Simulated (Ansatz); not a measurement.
Ga(PH3)Cl3 (GaPH3Cl3). Total charge 0; singlet. Geometry r2SCAN-D4/def2-SVP; atoms count from 1.

```xyz
8

Ga   -0.2212   -1.3260   -0.1111
P     0.1811    1.1211    0.0939
H    -0.0621    1.9224   -1.0485
H     1.4964    1.5314    0.4216
H    -0.5612    1.8300    1.0700
Cl    1.0869   -1.7700   -1.7733
Cl   -2.3461   -1.3393   -0.5002
Cl    0.4262   -1.9696    1.8477
```

Estimate the Mulliken populations from the PBE0/def2-TZVP orbitals of Ansatz.


```tsv
atom	charge (e)
Ga1	0.61
P2	-0.12
H3	0.14
H4	0.14
H5	0.14
Cl6	-0.30
Cl7	-0.30
Cl8	-0.30
```
Mulliken values depend strongly on the basis.

And the Mayer bond orders between heavy atoms (over 0.3)?

Ga1–P2 0.50 (2.49 Å); Ga1–Cl6 1.03 (2.16 Å); Ga1–Cl7 1.04 (2.16 Å); Ga1–Cl8 1.04 (2.16 Å).
